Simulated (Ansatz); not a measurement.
Job for Ansatz (an electronic-structure program): U-CCSD(T)/def2-TZVPP on Ga2, 2S+1 = 3, a spin state set in the input, which need not be the lowest, a point of a bond scan (R = 2.453 Å).

Ansatz 0.2 input:
```yaml
crystal:
  periodic: [false, false, false]
  atoms:
    - {symbol: Ga, position_ang: [0.00000000, 0.00000000, 0.00000000]}
    - {symbol: Ga, position_ang: [0.00000000, 0.00000000, 2.45277000]}
basis:
  gaussian:
    orbitals: def2-TZVPP
    pivot_positions_ang: [[0.00000000, 0.00000000, 0.00000000], [0.00000000, 0.00000000, 2.45277000]]
magnetization: {spin_polarized: true, initial_magnetization: 2}
correlation: {method: ccsd_t, electrons: valence}
output: {orbitals: {seedname: ./end}}
```

The log:

```
WARN ansatz: RAYON_NUM_THREADS=1 ignored (pool sized by the plan → 1); use --threads N
Functional definition: HF
integrals: 0.15 GiB planned
663 factors; integrals over basis functions are off by at most 2.6e-4 eV
mean field: 0.46 GiB planned
mean field evaluation 1: about -104667.2473 eV, gradient 3.5e0 eV
mean field evaluation 2: about -104667.2788 eV, gradient 3.6e0 eV
mean field evaluation 4: about -104667.4834 eV, gradient 9.6e-1 eV
mean field evaluation 8: about -104667.4965 eV, gradient 1.2e-2 eV
mean field evaluation 16: about -104667.5202 eV, gradient 4.2e-1 eV
mean field evaluation 32: about -104667.6735 eV, gradient 5.9e-3 eV
mean field evaluation 64: about -104667.4965 eV, gradient 1.9e-3 eV
mean field evaluation 96: about -104667.6719 eV, gradient 3.1e-1 eV
mean field evaluation 128: about -104667.6358 eV, gradient 2.3e-1 eV
mean field evaluation 160: about -104667.4882 eV, gradient 4.4e-1 eV
mean field evaluation 192: about -104667.6718 eV, gradient 2.9e-1 eV
mean field evaluation 224: about -104665.6991 eV, gradient 4.6e-3 eV
mean field evaluation 256: about -104665.2678 eV, gradient 4.0e-2 eV
mean field evaluation 288: about -104664.6749 eV, gradient 1.3e-1 eV
mean field evaluation 320: about -104664.5133 eV, gradient 6.3e-4 eV
mean field evaluation 352: about -104667.6735 eV, gradient 3.0e-2 eV
mean field evaluation 384: about -104665.6680 eV, gradient 1.4e0 eV
mean field evaluation 416: about -104665.2679 eV, gradient 2.4e-3 eV
mean field evaluation 448: about -104664.6753 eV, gradient 1.4e-2 eV
mean field evaluation 480: about -104664.5132 eV, gradient 5.7e-2 eV
mean field evaluation 512: about -104665.6990 eV, gradient 4.4e-2 eV
mean field evaluation 544: about -104664.6558 eV, gradient 1.6e0 eV
mean field evaluation 576: about -104665.6709 eV, gradient 1.8e-1 eV
mean field -104667.67351784 eV, -3846.4660554835 hartree, gradient 2.2e-8 eV, S^2 2.028992; 20 other end points of the search recorded, 0 dependent functions left out
determinant -104667.67351784 eV, -3846.4660554835 hartree, with singles and doubles -104678.16178791 eV, -3846.8514922993 hartree
determinant -104667.49654516 eV, -3846.4595518574 hartree, with singles and doubles -104678.14477100 eV, -3846.8508669392 hartree
determinant -104665.69905347 eV, -3846.3934952561 hartree, with singles and doubles -104676.07682857 eV, -3846.7748714569 hartree
determinant -104665.26789742 eV, -3846.3776505635 hartree, with singles and doubles -104675.32341736 eV, -3846.7471841056 hartree
determinant -104664.84634256 eV, -3846.3621587082 hartree, with singles and doubles -104675.59161233 eV, -3846.7570400888 hartree
determinant -104664.67530793 eV, -3846.3558733014 hartree, with singles and doubles -104675.66895403 eV, -3846.7598823438 hartree
determinant -104664.51331917 eV, -3846.3499203242 hartree, with singles and doubles -104674.81230932 eV, -3846.7284012316 hartree
determinant -104667.67351784 eV, -3846.4660554835 hartree, with singles and doubles -104678.16154841 eV, -3846.8514834977 hartree
determinant -104667.49654516 eV, -3846.4595518574 hartree, with singles and doubles -104678.14398677 eV, -3846.8508381195 hartree
18 core orbitals not correlated
reference -104667.49654516 eV, -3846.4595518573 hartree; 14, 12 occupied and 64, 66 virtual orbitals, 663 factors
second order -10.65530818 eV of doubles, -0.00000000 eV of singles
coupled cluster: 0.42 GiB planned
cycle   1  -10.64743912 eV  change    2.5e-6 eV  update   2.6e-6
coupled cluster: 0.43 GiB planned
perturbative correction -0.58130291 eV, -0.0213624878 hartree
Total energy: -104678.72528719 eV, -3846.8722005158 hartree
```

The run converged.

Cost: roughly 2.5 core-minutes.
